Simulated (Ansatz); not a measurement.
Relaxation of a periodic cell of 20 atoms, HF (contents 10 HF, density as packed 1.22 g/cm³ with natural masses), to a largest force component of 0.3 eV/Å in at most 15 steps.

The calculation used DFT PBE-D3(BJ), scalar-relativistic, plane waves, PAW (Ansatz 0.2.0). Settings: accuracy low, cutoff 420 eV, k mesh 1x1x1, fermi-dirac smearing 0.02 eV, no spin polarisation.

```xyz
20
Lattice="6.4792 0.0000 0.0000 0.0000 6.4792 0.0000 0.0000 0.0000 6.4792" Properties=species:S:1:pos:R:3
F 1.629 3.651 4.548
H 2.554 3.534 4.484
F 4.161 2.540 4.512
H 4.925 2.271 4.977
F 5.783 3.711 -0.073
H 5.275 4.396 0.308
F 1.920 1.025 2.540
H 2.803 1.276 2.714
F 1.418 2.414 6.602
H 1.811 1.677 6.183
F 2.745 5.527 6.812
H 2.605 5.784 5.925
F 0.398 0.287 6.043
H 0.986 -0.166 5.476
F 4.064 6.054 4.153
H 3.896 6.018 3.235
F 6.193 1.847 1.366
H 6.052 0.954 1.131
F 6.471 5.398 4.095
H 5.859 5.285 3.399
```

Q: Where does it end, and by what steps?

A: It converged. The threshold is loose, so the end isn't yet a minimum. Limits of this set-up: coarse k mesh, low accuracy level. After 11 steps the energy has fallen by 4.888 eV; F17 moved furthest, 1.41 Å.

```json
{"step": "0", "energy less start (eV)": "0.0000", "largest force component (eV/Å)": "1.721", "accepted": "yes"}
{"step": "1", "energy less start (eV)": "-1.1107", "largest force component (eV/Å)": "1.280", "accepted": "yes"}
{"step": "2", "energy less start (eV)": "-1.8843", "largest force component (eV/Å)": "2.540", "accepted": "yes"}
{"step": "3", "energy less start (eV)": "-2.6804", "largest force component (eV/Å)": "1.719", "accepted": "yes"}
{"step": "4", "energy less start (eV)": "-3.2745", "largest force component (eV/Å)": "1.313", "accepted": "yes"}
{"step": "5", "energy less start (eV)": "-3.7158", "largest force component (eV/Å)": "0.940", "accepted": "yes"}
{"step": "6", "energy less start (eV)": "-4.0028", "largest force component (eV/Å)": "1.087", "accepted": "yes"}
{"step": "7", "energy less start (eV)": "-4.2792", "largest force component (eV/Å)": "0.860", "accepted": "yes"}
{"step": "8", "energy less start (eV)": "-4.4943", "largest force component (eV/Å)": "0.754", "accepted": "yes"}
{"step": "9", "energy less start (eV)": "-4.6689", "largest force component (eV/Å)": "0.649", "accepted": "yes"}
{"step": "10", "energy less start (eV)": "-4.8102", "largest force component (eV/Å)": "0.383", "accepted": "yes"}
{"step": "11", "energy less start (eV)": "-4.8879", "largest force component (eV/Å)": "0.109", "accepted": "yes"}
```

```xyz
20
Lattice="6.4792 0.0000 0.0000 0.0000 6.4792 0.0000 0.0000 0.0000 6.4792" Properties=species:S:1:pos:R:3
F 2.283 3.740 4.694
H 3.058 3.155 4.563
F 4.401 2.432 4.688
H 4.875 2.964 5.361
F 5.344 3.966 -0.097
H 4.534 4.502 0.059
F 2.611 0.954 2.898
H 2.628 1.322 1.988
F 2.413 1.971 7.130
H 1.732 1.489 6.640
F 3.201 5.178 6.485
H 2.743 4.680 5.767
F 0.516 0.696 6.094
H 0.320 0.281 5.177
F 4.195 5.764 3.664
H 3.621 6.466 3.266
F 5.169 0.877 1.465
H 5.805 0.778 0.768
F 6.536 6.193 4.008
H 5.562 6.075 3.808
```

Run time: 27 s on 1 thread of Arm Neoverse V1, on a shared host, peak memory 0.34 GiB.
